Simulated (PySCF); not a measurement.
How methods differ on the excitation energy of N⁺

N⁺ [He] 2s2 2p2 (3P) → N⁺ [He] 2s1 2p2 3d1 (high-spin determinant), as a difference of total energies. All numbers are calculated (PySCF 2.14, scalar relativity by spin-free X2C-1e, in aug-cc-pVTZ-DK (5s4p3d2f, 46 functions)). Correlated levels: valence: 1s2 frozen. The calculations carry no spin-orbit coupling.

| method | excitation energy (cm⁻¹) |
| --- | --- |
| UHF | 240350 |
| MP2 (valence) | 252060 |
| SCS-MP2 (valence) | 255490 |
| CCSD (valence) | 254770 |
| CCSD(T) (valence) | 254730 |

The upper state lies above the first ionisation limit, but in LS coupling its spin forbids autoionisation to the ground ion. A Rydberg-like electron needs more diffuse functions than a valence basis has.

The promoted electron is Rydberg-like, and one or two diffuse shells describe it only roughly, which tends to raise the upper state.

The coupled-cluster amplitudes are large for the upper state (T1 above 0.03 or a double amplitude above 0.15), so a single reference is strained.

The determinant of the upper state mixes LS terms, which raises its energy above the lowest term, most at the Hartree-Fock and MP2 levels.
